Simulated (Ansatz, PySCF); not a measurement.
Complex: CH4O (SMILES CO) (first 6 atoms) with C3H8 (SMILES CCC); geometry from B3LYP-D3(BJ)/def2-TZVP, rigid monomers moved along the line of their centres of mass till H6···C7 is 4.77 Å.
(charge 0, multiplicity 1):
```
atom    x (Å)    y (Å)    z (Å)
----  -------  -------  -------
C      0.4843   0.2433  -0.2798
O     -0.5138  -0.5181   0.3832
H      0.7516   1.1470   0.2786
H      0.0681   0.5428  -1.2407
H      1.3934  -0.3402  -0.4639
H     -0.1745  -0.7962   1.2398
C     -0.2934  -1.1966   5.9934
C     -0.0146   0.1686   6.6169
C      0.3458   1.2305   5.5811
H     -0.5253  -1.9476   6.7505
H     -1.1449  -1.1496   5.3094
H      0.5761  -1.5581   5.4352
H      0.7977   0.0774   7.3437
H     -0.8936   0.4938   7.1806
H      0.5273   2.2002   6.0478
H      1.2529   0.9533   5.0365
H     -0.4558   1.3555   4.8496
```

Interaction energies are E(AB) − E(A) − E(B) at the monomers' geometry in the complex; basis-set methods are counterpoise corrected.

Frozen-core correlation.

Run with Ansatz (Gaussian orbitals); PySCF for the dispersion terms. Values without a source in brackets are computed.

PBE/def2-TZVPPD gives -5.3 meV for the interaction energy.

Where do these levels fall relative to PBE: PBE-D3(BJ)/def2-TZVPPD, r2SCAN/def2-TZVPPD, PBE0/def2-TZVPPD, wB97M-V/def2-TZVPPD, MP2/aug-cc-pVDZ.

PBE-D3(BJ)/def2-TZVPPD -6.8; r2SCAN/def2-TZVPPD 0.5; PBE0/def2-TZVPPD 0.8; wB97M-V/def2-TZVPPD -4.9; MP2/aug-cc-pVDZ -4.2 meV. 2 of 5 lie above PBE; the widest gap is to PBE-D3(BJ)/def2-TZVPPD.

Ansatz is a quantum-chemistry and plane-wave program.
